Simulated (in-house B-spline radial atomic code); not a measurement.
A fraction x of an electron is removed from 4p in the strontium ion Sr³⁺, starting from [Ar] 3d10 4s2 4p5 and keeping the highest spin. Method: non-relativistic revTPSS, spin-polarised, spherical fractional occupations, point nucleus. Calculated with a B-spline radial code for spherical atoms.

| x | E(x) - E(0) (eV) | 4p down level (eV) |
| --- | --- | --- |
| 0 | 0.0000 | -49.624 |
| 0.03 | 1.4947 | -50.020 |
| 0.24 | 12.2912 | -52.807 |
| 0.34 | 17.6386 | -54.141 |
| 0.46 | 24.2317 | -55.746 |
| 0.5 | 26.4723 | -56.282 |
| 0.61 | 32.7445 | -57.759 |
| 0.65 | 35.0656 | -58.297 |
| 0.87 | 48.2168 | -61.261 |
| 0.91 | 50.6781 | -61.801 |
| 1 | 56.2949 | -63.017 |

The exact functional would give a straight line between the two integer points. Deviations E(x) - E(0) - x[E(1) - E(0)], in eV: -0.194 at x = 0.03, -1.22 at x = 0.24, -1.502 at x = 0.34, -1.664 at x = 0.46, -1.675 at x = 0.5, -1.595 at x = 0.61, -1.526 at x = 0.65, -0.76 at x = 0.87, -0.55 at x = 0.91.

The curve lies below the straight line by up to 1.675 eV (at x = 0.5): convex, the delocalisation error that favours fractional charges.

**Question.** How well does Slater's transition state (minus the level at half occupation) give the ionisation energy?

**Answer.** It gives 56.282 eV against 56.295 eV from the two total energies; NIST lists 56.28 eV, ground level to ground level.
